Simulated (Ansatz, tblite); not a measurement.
Forces on the cluster Ge3⁻ at its B3LYP-D4/def2-TZVPD geometry. Total charge -1; doublet.

The xTB rows come from tblite. At r2SCAN-D4/def2-TZVPD the highest occupied level of the charge -1 doublet lies above zero (up to 0.06 eV). By energy differences its removal costs 2.23 eV (vertical, to the charge 0 triplet, at r2SCAN-D4/def2-TZVPD); a positive level beside a positive removal energy at the same level points to self-interaction error. The structure comes from a short search, and lower isomers may exist.

GFN1-xTB (tblite), largest force 2.52 eV/Å:

```xyz
3
positions Å, forces eV/Å
Ge   -0.949   -0.831    0.753    1.559    0.816   -0.897
Ge    1.272   -0.424   -0.059   -2.391    0.798    0.110
Ge   -0.322    1.254   -0.694    0.832   -1.614    0.787
```

GFN2-xTB (tblite), largest force 1.30 eV/Å:

```
Ge 0.803 0.422 -0.463
Ge -1.231 0.412 0.056
Ge 0.428 -0.834 0.407
```

r2SCAN-D4/def2-TZVPD (Ansatz), largest force 0.35 eV/Å:

```
Ge 0.236 0.182 -0.172
Ge -0.332 0.112 0.014
Ge 0.096 -0.294 0.158
```
